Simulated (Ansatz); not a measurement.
Geometry optimisation, RKS PBE/def2-SVP in Ansatz.

input.yaml

```yaml
crystal:
  periodic: [false, false, false]
  atoms:
    - { symbol: W, position_ang: [0.0, 0.0, 0.0] }
    - { symbol: H, position_ang: [0.0, 0.0, 2.07] }
    - { symbol: F, position_ang: [1.85, 0.0, 0.0] }
    - { symbol: H, position_ang: [0.0, 1.72, 0.0] }
    - { symbol: O, position_ang: [-1.94, 0.0, 0.0] }
    - { symbol: H, position_ang: [-2.2771, -0.1263, 0.9437] }
    - { symbol: O, position_ang: [0.0, -1.94, 0.0] }
    - { symbol: H, position_ang: [0.3816, -2.2771, 0.8723] }
    - { symbol: O, position_ang: [0.0, 0.0, -1.94] }
    - { symbol: H, position_ang: [0.5278, 0.7924, -2.2771] }
    - { symbol: O, position_ang: [1.4721, 1.5335, 0.7063] }
    - { symbol: Si, position_ang: [2.8411, 1.2047, 1.6229] }
    - { symbol: H, position_ang: [3.1475, -0.2207, 1.5472] }
    - { symbol: H, position_ang: [3.9699, 1.9726, 1.1056] }
    - { symbol: H, position_ang: [2.5972, 1.5762, 3.0136] }
    - { symbol: H, position_ang: [0.7317, 0.7622, 1.9256] }
basis:
  gaussian: { orbitals: def2-SVP }
hamiltonian:
  xc: pbe
relax:
  f_tol: 0.15
  max_steps: 25
  restrain:
    - { distance: [0, 10], at: 1.94, k: 30.0 }
    - { distance: [15, 1], at: 0.66, k: 30.0 }
    - { distance: [0, 1], at: 2.92, k: 30.0 }
    - { distance: [15, 10], at: 2.21, k: 30.0 }
```

Command:

```bash
$ ansatz run input.yaml --threads 4 --pin off --max-ram 5120MiB --backend cpu --events-out ev --progress --plain --runs-dir out
```

Question: Where does it end, and by what steps?

Answer: The forces met the threshold. The restraints hold the end off the free minimum; the threshold counts their pulls, which the force column leaves out. Restrained pairs: W1–O11 (2.24 → 1.91 Å), H2–H16 (1.07 → 0.72 Å), W1–H2 (2.07 → 2.93 Å), O11–H16 (1.62 → 2.22 Å). After 19 steps the energy has fallen by 8.365 eV (the restraints' own energy left out); H16 moved furthest, 1.32 Å. The start is strongly strained (largest force component 11 eV/Å), so its close contacts needn't be bonds.

```json
{"step": "0", "energy less start (eV)": "0.0000", "largest force component (eV/Å)": "10.784", "accepted": "yes"}
{"step": "1", "energy less start (eV)": "-2.4020", "largest force component (eV/Å)": "7.864", "accepted": "yes"}
{"step": "2", "energy less start (eV)": "-3.8863", "largest force component (eV/Å)": "4.545", "accepted": "yes"}
{"step": "3", "energy less start (eV)": "-5.4169", "largest force component (eV/Å)": "1.829", "accepted": "yes"}
{"step": "4", "energy less start (eV)": "-6.5353", "largest force component (eV/Å)": "1.543", "accepted": "yes"}
{"step": "5", "energy less start (eV)": "-7.1048", "largest force component (eV/Å)": "1.509", "accepted": "yes"}
{"step": "6", "energy less start (eV)": "-7.6035", "largest force component (eV/Å)": "2.160", "accepted": "yes"}
{"step": "7", "energy less start (eV)": "-8.0877", "largest force component (eV/Å)": "1.359", "accepted": "yes"}
{"step": "8", "energy less start (eV)": "-8.1717", "largest force component (eV/Å)": "1.280", "accepted": "yes"}
{"step": "9", "energy less start (eV)": "-8.2451", "largest force component (eV/Å)": "0.949", "accepted": "yes"}
{"step": "10", "energy less start (eV)": "-8.2693", "largest force component (eV/Å)": "1.463", "accepted": "yes"}
{"step": "11", "energy less start (eV)": "-8.2944", "largest force component (eV/Å)": "1.453", "accepted": "yes"}
{"step": "12", "energy less start (eV)": "-8.3215", "largest force component (eV/Å)": "1.314", "accepted": "yes"}
{"step": "13", "energy less start (eV)": "-8.3511", "largest force component (eV/Å)": "1.207", "accepted": "yes"}
{"step": "14", "energy less start (eV)": "-8.3574", "largest force component (eV/Å)": "1.304", "accepted": "yes"}
{"step": "15", "energy less start (eV)": "-8.3590", "largest force component (eV/Å)": "1.443", "accepted": "yes"}
{"step": "16", "energy less start (eV)": "-8.3598", "largest force component (eV/Å)": "1.636", "accepted": "yes"}
{"step": "17", "energy less start (eV)": "-8.3737", "largest force component (eV/Å)": "1.502", "accepted": "yes"}
{"step": "18", "energy less start (eV)": "-8.3674", "largest force component (eV/Å)": "1.625", "accepted": "yes"}
{"step": "19", "energy less start (eV)": "-8.3654", "largest force component (eV/Å)": "1.690", "accepted": "yes"}
```

```xyz
16
Properties=species:S:1:pos:R:3
W 0.223 0.278 -0.111
H -0.797 0.216 2.634
F 1.953 -0.439 -0.735
H -0.394 1.883 -0.016
O -1.669 0.265 0.303
H -1.947 -0.665 0.468
O -0.168 -1.558 0.435
H 0.623 -2.111 0.247
O 0.054 0.561 -1.972
H 0.876 0.374 -2.473
O 1.326 0.972 1.291
Si 3.000 1.145 1.586
H 3.593 -0.203 1.872
H 3.670 1.791 0.411
H 3.116 2.026 2.793
H -0.157 0.462 2.858
```

Time of the run: 66 s on 4 threads of Arm Neoverse V2, with other jobs on the host, peak memory 0.26 GiB.
